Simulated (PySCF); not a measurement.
C2H4Cl2Si, SMILES Cl/C=C\[SiH2]Cl. Atoms are numbered in the order given.

```xyz
9

Cl    -0.4471     2.5546     0.0000
C      1.0255     1.6440     0.0000
C      1.0392     0.3107     0.0000
Si    -0.5163    -0.7250     0.0000
Cl     0.0686    -2.7146     0.0000
H      1.9154     2.2798     0.0000
H      2.0210    -0.1758     0.0000
H     -1.3312    -0.4812    -1.2213
H     -1.3312    -0.4812     1.2213
```

Coordinates come from a PBE0-D3(BJ)/def2-SVP optimisation. The structure was generated by enumeration; whether it is a known compound was not checked. One conformer was computed; it need not be the lowest.

All values below come from PBE/def2-TZVP run with PySCF.

Atomic charges (e):

```csv
atom,meta-Löwdin,Löwdin
Cl1,-0.02,0.40
C2,-0.09,-0.48
C3,-0.38,-0.34
Si4,0.64,-0.04
Cl5,-0.29,0.21
H6,0.14,0.13
H7,0.15,0.15
H8,-0.08,-0.02
H9,-0.08,-0.02
```

Computed Mayer and Wiberg (Löwdin basis) orders of the bonds:
```csv
bond,Mayer,Wiberg
Cl1–C2,1.14,1.73
C2–C3,1.88,2.15
C3–Si4,0.98,1.14
Si4–Cl5,1.15,1.82
C2–H6,0.93,0.87
C3–H7,0.91,0.82
Si4–H8,0.92,0.93
Si4–H9,0.92,0.93
```
